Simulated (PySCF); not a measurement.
## ReH₄, doublet: computed properties

All numbers come from UPBE0/[Re def2-TZVP with ECP60, H def2-TZVP], scalar-relativistic core potentials, density fitting, no spin–orbit coupling, PySCF.

The structure is a minimum.

```xyz
5
charge 0 multiplicity 2, angstrom
Re    0.0000    0.0000   -0.0194
H     0.0717    1.3356    0.8928
H    -0.0717   -1.3356    0.8928
H     1.3356    0.0717    0.8928
H    -1.3356   -0.0717    0.8928
```

```json
{
  "Point group": "C2v",
  "Bond lengths": "Re–H 1.619 Å (×4)",
  "Bond angles": "H–Re–H 67.0° (×2), H–Re–H 75.9° (×2), H–Re–H 111.4° (×2)",
  "Dipole moment": "3.16 D",
  "Principal quadrupole moments (Buckingham, traceless) about the centre of mass": "-0.56, -0.09, 0.65 D Å",
  "Entropy at 298.15 K and 1 bar (electronic part: spin only)": "265.7 J/(mol K)",
  "Heat capacity Cp at 298.15 K": "57.1 J/(mol K)",
  "Rotational constants": "2.592, 2.337, 2.317 cm⁻¹",
  "Principal polarisabilities": "42.7, 43.5, 53.0 bohr³",
  "Enthalpy at 298.15 K above 0 K": "13.18 kJ/mol",
  "Highest occupied level (β)": "-5.35 eV",
  "Zero-point energy": "69.1 kJ/mol",
  "Rotational symmetry number": "2",
  "Lowest empty level (β)": "-2.21 eV",
  "Spin squared ⟨S²⟩": "0.764",
  "Atomisation energy without zero-point energy": "978 kJ/mol"
}
```

Harmonic modes (masses in u: Re 186.956, H 1.008):
```tsv
symmetry	ω (cm⁻¹)	IR (km/mol)	μ (u)	type
b2	143	0.3	1.01	bend
b1	505	32.0	1.01	bend
a1	545	43.0	1.01	bend
a2	719	0.0	1.01	bend
a1	836	18.4	1.02	bend
a2	2177	0.0	1.01	stretch
b1	2201	112	1.02	stretch
b2	2205	104	1.01	stretch
a1	2218	4.8	1.02	stretch
```

In C2v the vibrations span 2b2 + 2b1 + 3a1 + 2a2. The a2 modes carry no infrared intensity, as symmetry demands.

Charges (e):
```json
{"atom": "Re1", "Mulliken": "-0.13", "Löwdin": "-0.04", "polar tensor": "0.60", "spin (Mulliken)": "1.19", "Mayer order to Re1": "–"}
{"atom": "H2,3,4,5", "Mulliken": "0.03", "Löwdin": "0.01", "polar tensor": "-0.15", "spin (Mulliken)": "-0.05", "Mayer order to Re1": "0.97"}
```

Mulliken populations on Re1 (electrons outside its core potential): s 2.77, p 6.29, d 6.05, f 0.02.

Outer orbital energies (eV). α occupied: -10.79, -9.32, -8.78, -8.68, -6.77, -5.79; empty: -1.90, -1.75, -1.71, 2.17. β occupied: -10.65, -9.15, -8.58, -8.48, -5.35; empty: -2.21, -1.62, -1.49, -1.42.

Formally Re is in oxidation state +4, d3, with 1 unpaired electron (the high-spin count would be 3). The Mulliken spin on Re is 1.19. The polar-tensor charge on Re, 0.60, is far below the formal one.

This need not be the most stable arrangement of these atoms. Open d and f shells are described by one determinant, and the ground state may have another occupation or spin. At this level a doublet minimum of D2d symmetry lies 35 kJ/mol below this structure. Spin–orbit coupling, left out here, can matter for elements this heavy.

The final relaxation and frequency run took roughly 70 core-seconds on a shared host.
